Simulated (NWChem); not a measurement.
Species: CBF$_{2}$NO; SMILES O=C=NB(F)F

```xyz
6

B      0.0084    -0.9614     0.0000
F      0.8911    -1.9433     0.0000
F     -1.2809    -1.2682     0.0000
N      0.4528     0.3867     0.0000
C      0.1383     1.5554     0.0000
O     -0.0667     2.7088     0.0000
```
Atoms are numbered in this order, from 1.

Computed with NWChem. All runs use the structure optimised with B3LYP/6-31G* (spherical d). B3LYP is NWChem's, with the RPA form of VWN correlation. Ions are spin-unrestricted doublets at the neutral geometry; other ion states weren't tried.

```json
[
 {"level": "B3LYP/def2-SVPD", "vertical ionisation energy, ΔSCF (eV)": "12.36", "−ε(HOMO) (eV)": "9.58", "ΔSCF minus −ε(HOMO) (eV)": "2.78"},
 {"level": "PBE/def2-SVPD", "vertical ionisation energy, ΔSCF (eV)": "[?]", "−ε(HOMO) (eV)": "[?]", "ΔSCF minus −ε(HOMO) (eV)": "[?]"},
 {"level": "PBE0/def2-SVPD", "vertical ionisation energy, ΔSCF (eV)": "12.35", "−ε(HOMO) (eV)": "9.85", "ΔSCF minus −ε(HOMO) (eV)": "2.50"}
]
```

What belongs in the gaps?


- PBE/def2-SVPD, vertical ionisation energy, ΔSCF (eV): 12.03
- PBE/def2-SVPD, −ε(HOMO) (eV): 8.32
- PBE/def2-SVPD, ΔSCF minus −ε(HOMO) (eV): 3.71
